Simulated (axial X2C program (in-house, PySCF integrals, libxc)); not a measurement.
CoC⁺: cheaper levels and CCSD(T), two-component

Computed with an in-house all-electron X2C program for linear molecules (integrals from PySCF). Two-component (2c) means X2C with spin–orbit coupling and atomic mean-field two-electron Coulomb and Gaunt terms. Basis: Co dyall-cv3z [9s10p6d3f2g], C dyall-v3z [7s6p2d1f] (cores contracted in-house); Gaussian nuclei, density fitting, unrestricted open shells. Masses: Co 58.933 u, C 12.000 u.

State: Ω = 3 (⟨Sz⟩ = 1.00, ⟨Lz⟩ = 2.00 at HF); fragments Co+ + C.

| level | Re (Å) | ωe (cm⁻¹) |
| --- | --- | --- |
| PBE0 | 1.601 | 839.5 |
| CCSD | 1.578 | 891.4 |
| TPSS | 1.602 | 905.4 |

Correlated methods: 12 electrons correlated (number of frozen shells: Co 3 s, 2 p; C 1 s), 226 virtual spin orbitals or spinors in MP2, 90 natural virtuals in coupled cluster.

CCSD(T), same Hamiltonian and basis:

Re = 1.568 Å, ωe = 973.2 cm⁻¹; T1 = 0.118 (Lee–Taylor normalisation).

**Question.** Give the differences from CCSD(T) in the columns below.

**Answer.** 

```json
{"level": "PBE0", "ΔRe (Å)": "0.033", "Δωe (cm⁻¹)": "-134"}
{"level": "CCSD", "ΔRe (Å)": "0.010", "Δωe (cm⁻¹)": "-82"}
{"level": "TPSS", "ΔRe (Å)": "0.034", "Δωe (cm⁻¹)": "-68"}
```

The state is one determinant whose occupation by symmetry is held fixed; it was picked as the lowest of a PBE0 search that is not exhaustive. De is not given where an atomic determinant may have missed its ground term or J level, or where the truncated virtual space spoils (T). Density functionals use the spin component along the axis (collinear). CCSD and (T) use frozen natural virtuals with an MP2 correction for the truncation; (T) itself is uncorrected, so its De runs slightly low. Other states lie close and PBE0, whose exact exchange favours high spin, may order them wrongly; the determinant shown need not be the ground state. The nearest other spin-free determinant of the search, M_S = 0, Λ = 3, lies 0.45 eV up at the distance of the search. The functionals have no current-density term, which raises determinants with orbital currents, atoms included. With several unpaired electrons one determinant need not be a pure state. A state of lower Ω lies just above, and one determinant can place such states too high, so the state shown need not be the lowest. The search has Ω = 2 only 0.07 eV up. At some level and bond length an empty orbital lies below a filled one. The determinant is spin-polarised beyond a pure state at some levels (its spin-free form has ⟨S²⟩ too high), which makes Re and μ there less reliable. The T1 diagnostic is large, a sign of multireference character.
